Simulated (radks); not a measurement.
Results of a calculation; reference values are marked as such.
Problem. All-electron atom: the palladium ion Pd+ in [Kr] 4d9. Level of theory: scalar-relativistic Kohn-Sham, PBE, spin-polarised, spherical densities, point nucleus; open shells are filled with parallel spins first (spin-orbit coupling, left out, can overturn this in heavy ions); hard spherical wall at 6 bohr (a radial shooting solver on a logarithmic mesh with Libxc functionals). Some entries of the table are withheld. Estimate them.

orbital  occ.  eigenvalue (eV)  <r^2> (bohr^2)
1s down     1        -24177.56        0.001371
1s up       1        -24177.56        0.001371
2s up       1        -3539.580         0.02256
2s down     1        -3539.418         0.02256
2p up       3        -3174.494         0.01777
2p down     3        -3174.372         0.01777
3s up       1        -647.3484          0.1646
3s down     1        -647.2688          0.1646
3p up       3        -527.3596          0.1666
3p down     3        -527.2682          0.1666
3d up       5        -336.8262          0.1526
3d down     5        -336.6813          0.1526
4s up       1         -96.8684           1.014
4s down     1         -96.1979           1.013
4p up       3         -62.6702           1.242
4p down     3         -61.9713           1.242
4d up       5         -14.8156           2.569
4d down     4         -14.1488           2.610
5s up       0              (1)             (2)
5s down     0              (3)             (4)
5p up       0          -5.2702           10.73
5p down     0          -5.0414           10.83
4f up       0           7.3000           14.54
4f down     0           7.4554           14.64

Solution. 
(1) 5s up eigenvalue (eV): -10.8533
(2) 5s up <r^2> (bohr^2): 8.258
(3) 5s down eigenvalue (eV): -10.5385
(4) 5s down <r^2> (bohr^2): 8.364
